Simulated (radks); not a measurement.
Values are calculated unless marked as measured or tabulated.
Ionisation of Ru2+, [Kr] 4d6, to Ru3+, [Kr] 4d5, under several functionals. Scalar-relativistic Kohn-Sham, spin-polarised, spherical densities, finite nucleus; open shells are filled with parallel spins first (spin-orbit coupling, left out, can overturn this in heavy ions); a radial shooting solver on a logarithmic mesh with Libxc functionals.

| functional | E(Ru2+) (hartree) | Exc (hartree) | IE (eV) | -e(HOMO) (eV) | <r> HOMO (bohr) | IE error (eV) |
|---|---|---|---|---|---|---|
| TASK exchange with Perdew-Wang LDA correlation | -4529.45558 | -132.32853 | 26.780 | 20.950 | 1.501 | -1.690 |
| SOGGA | -4527.21197 | -130.27259 | 28.294 | 22.207 | 1.540 | -0.176 |
| MS2 meta-GGA | -4529.82432 | -132.83922 | 27.731 | 21.832 | 1.548 | -0.739 |
| AM05 | -4525.57787 | -128.62365 | 28.504 | 22.390 | 1.539 | +0.034 |
| LDA (Slater exchange, VWN5 correlation) | -4525.36096 | -128.39279 | 28.905 | 22.776 | 1.545 | +0.435 |
| PBE | -4529.84944 | -132.93829 | 28.429 | 22.335 | 1.545 | -0.041 |
| Wu-Cohen GGA | -4529.19372 | -132.27579 | 28.416 | 22.324 | 1.537 | -0.054 |
| LDA (Slater exchange, Perdew-Wang correlation) | -4525.34275 | -128.37426 | 28.904 | 22.777 | 1.546 | +0.434 |
| XLYP | -4530.85672 | -133.94101 | 28.613 | 22.447 | 1.562 | +0.143 |
| RPBE | -4530.15073 | -133.24852 | 28.361 | 22.243 | 1.548 | -0.109 |

NIST Atomic Spectra Database: 28.470 eV (semi-empirical). Closest: AM05. The Delta-SCF values span 2.13 eV, the total energies 5.51 hartree. The highest occupied level is 4d. Open shells are spherical and high-spin; term and fine-structure splittings are not resolved.
